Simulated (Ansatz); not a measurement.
BrF2H3Si2, SMILES `F[SiH2][SiH](F)Br`. Charge 0, multiplicity 1. All single points use the PBE0-D4/def2-TZVP geometry. It is one conformer, not always the lowest.

```xyz
8

F    -0.329    1.849    1.264
Si    0.620    0.630    0.837
Si   -0.582   -0.731   -0.655
F     0.344   -1.973   -1.049
Br   -1.018    0.435   -2.481
H     1.829    1.174    0.171
H     1.002   -0.113    2.065
H    -1.866   -1.270   -0.152
```

(1) What is the dipole moment at ωB97M-V/def2-TZVPP? (An estimate is asked.)

(2) And with PBE, r2SCAN, B3LYP? (Best estimate.)

(3) Give the Mulliken charges with ωB97M-V, PBE, B3LYP in def2-TZVPP. (An estimate is asked.)

## Answers

(1) The calculation gave: 1.11 D, with components (0.36, -0.40, 0.98) D in this frame, pointing from negative to positive charge.

(2) Ansatz gave: PBE 0.95 D, r2SCAN 1.03 D, B3LYP 1.07 D.

(3) Ansatz gave: 
```
atom  ωB97M-V    PBE  B3LYP
  F1    -0.31  -0.28  -0.32
 Si2     0.39   0.41   0.48
 Si3     0.46   0.47   0.54
  F4    -0.29  -0.26  -0.31
 Br5    -0.18  -0.17  -0.20
  H6    -0.02  -0.05  -0.06
  H7    -0.03  -0.06  -0.07
  H8    -0.02  -0.06  -0.06
```

B3LYP here is the variant with VWN-RPA as its local correlation; programs differ in this.
